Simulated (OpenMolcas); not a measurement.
Ru4+: moving or changing the point charges

Ru4+ among 4 point charges of -1.5 e arranged as a tetrahedron (Td), 1.78 Å from the ion.
```
   1.0277    1.0277    1.0277  -1.50
   1.0277   -1.0277   -1.0277  -1.50
  -1.0277    1.0277   -1.0277  -1.50
  -1.0277   -1.0277    1.0277  -1.50
```

| Property | Result |
| --- | --- |
| Program | OpenMolcas |
| Method | SS-CASPT2, IPEA 0.25 Eh, imaginary shift 0.1 Eh (closed shells correlated: 4s 4p) |
| Basis | ANO-RCC-VDZP [6s5p3d1f] |
| Scalar Hamiltonian | DKH2, point nucleus |
| Active space | 4 electrons in 5 orbitals (4d) |
| State averaging | 2S+1 = 5 even, 5 roots; 2S+1 = 3 even, 45 roots; 2S+1 = 1 even, 50 roots |
| Spin-orbit coupling | state interaction with AMFI integrals over the reference wave functions |

Runs around this geometry, states (labels of Td). Energies in cm-1 above the lowest state or level, χT in cm3 K/mol; under a threefold ground state the first gap can be a small split of the lowest multiplet, not the spin-orbit step.

```json
{"R (Å)": "1.78", "q (e)": "-0.98", "Ground state": "5T2", "First state of that spin": "5E 2960", "First gap with spin-orbit (degeneracies)": "420 (1, 3)", "χT at 300 K": "0.894", "First state of another spin": "3T1 17480"}
{"R (Å)": "1.68", "q (e)": "-1.5", "Ground state": "5T2", "First state of that spin": "5E 5200", "First gap with spin-orbit (degeneracies)": "350 (1, 3)", "χT at 300 K": "1.151", "First state of another spin": "3T1 15720"}
{"R (Å)": "1.78", "q (e)": "-1.5", "Ground state": "5T2", "First state of that spin": "5E 4150", "First gap with spin-orbit (degeneracies)": "380 (1, 3)", "χT at 300 K": "1.042", "First state of another spin": "3T1 16510"}
{"R (Å)": "1.89", "q (e)": "-1.5", "Ground state": "5T2", "First state of that spin": "5E 3280", "First gap with spin-orbit (degeneracies)": "410 (1, 3)", "χT at 300 K": "0.936", "First state of another spin": "3T1 17180"}
```

Taking the first state of the same spin as R^-n, n = -ln(3280 / 5200) / ln(1.89 / 1.68) = 3.9 between the shortest and longest distance.

Scaling the charges by -0.98 / -1.5 = 0.65 scales the first state of the same spin by 2960 / 4150 = 0.71; with fixed orbitals a first-order splitting would follow the charge.

Roots that are degenerate in the reference are averaged as groups; the widest CASPT2 spread within a group is 400 cm-1 (the 3-fold group of multiplicity 3 near 45800 cm-1 above the lowest state of its run, R = 1.68, q = -1.5). Shifts and gaps below about the spread of the groups concerned are not significant. An orbital triplet at a regular site is open to Jahn-Teller coupling, which can distort the site and quench the lowest spin-orbit gaps and is left out. Point charges give a weaker field than real ligands, and real ions of this kind are as a rule low spin; the high spin found here belongs to the model. Free-ion shares, where given, are those of the reference states; single-state CASPT2 does not remix them. The ground term spreads over less than 5000 cm-1, several times less than with real ligands, so orbital moments are less quenched and χT lies further from the spin-only value than at real sites (holds for R = 1.78, q = -0.98; R = 1.78, q = -1.5; R = 1.89, q = -1.5). This is an electrostatic model: the charges have no orbitals. No measured value stands beside these numbers.
